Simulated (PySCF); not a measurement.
C6H12P (charge +1).
SMILES: `C(=C\[P@@H+](C=C)C)/C`

Theory: TDDFT PBE0/def2-SVPD, vertical, gas phase, core orbitals frozen in the response (PySCF). Isolated species at its GFN2-xTB geometry (one conformer only). Torsions of this conformer, `[CH2:1]=[CH:2][P@@H+:3]([CH3:4])/[CH:5]=[CH:6]/[CH3:7]`: C1–C2–P3–C4 125°, C2–P3–C5–C6 112°.

Broadening: Gaussians 0.4 eV wide at half height, area fixed by f = 4.319×10⁻⁹ ∫ε dν̃. The width is an assumption, not a result. The curve ends short of the highest state used, and states not computed would add to its high-energy end.

(E (eV), ε (L mol⁻¹ cm⁻¹)): (5.34, 26), (5.37, 48), (5.40, 86), (5.44, 176), (5.47, 290), (5.50, 463), (5.53, 718), (5.57, 1227), (5.60, 1768), (5.63, 2469), (5.67, 3673), (5.70, 4770), (5.73, 6004), (5.76, 7326), (5.80, 9100), (5.83, 10325), (5.86, 11354), (5.90, 12278), (5.93, 12556), (5.96, 12447), (5.99, 11962), (6.03, 10817), (6.06, 9684), (6.09, 8423), (6.13, 6716), (6.16, 5537), (6.19, 4527), (6.22, 3743), (6.26, 3111), (6.29, 2969), (6.32, 3111), (6.36, 3718), (6.39, 4447), (6.42, 5364), (6.45, 6411), (6.49, 7893), (6.52, 8980), (6.55, 9975), (6.59, 11087), (6.62, 11742), (6.65, 12268), (6.68, 12723), (6.72, 13356), (6.75, 13963), (6.78, 14766), (6.82, 16200), (6.85, 17529), (6.88, 18995), (6.91, 20481), (6.95, 22245), (6.98, 23217), (7.01, 23760), (7.05, 23716), (7.08, 23120), (7.11, 22126), (7.14, 20864)

Question: Where are the band maxima, and which computed states make them?

Answer: 209 nm (5.94 eV), ε about 13000, made up of S1 (100%); 176 nm (7.03 eV), ε about 24000, made up of S3 (92%) (ε in L mol⁻¹ cm⁻¹; maxima over ε = 5, shares over 10%). The states used: S1 5.94 eV (f 0.186); S2 6.62 eV (f 0.154); S3 7.02 eV (f 0.327); S4 7.26 eV (f 0.029); S5 7.38 eV (f 0.030); S6 7.52 eV (f 0.200); S7 7.61 eV (f 0.046); S8 7.74 eV (f 0.011).

Question: Coming from long wavelengths, where does ε first pass 100 L mol⁻¹ cm⁻¹?

Answer: At about 229 nm (5.41 eV), 0.53 eV below S1.

Question: On this curve, what absorbance would a 10⁻⁴ mol/L sample give at 222 nm over a 1 cm path?

Answer: 222 nm is 5.585 eV, where ε is about 1500 L mol⁻¹ cm⁻¹, so A = ε c l ≈ 0.15 (Beer–Lambert, with the gas-phase spectrum and the assumed width).

Question: What would ε be at 7.03 eV, the highest of these maxima, with half the width (0.2 eV)?

Answer: About 44100 L mol⁻¹ cm⁻¹ against 23900, a factor of about 1.8; a lone state at its own centre would give exactly 2.
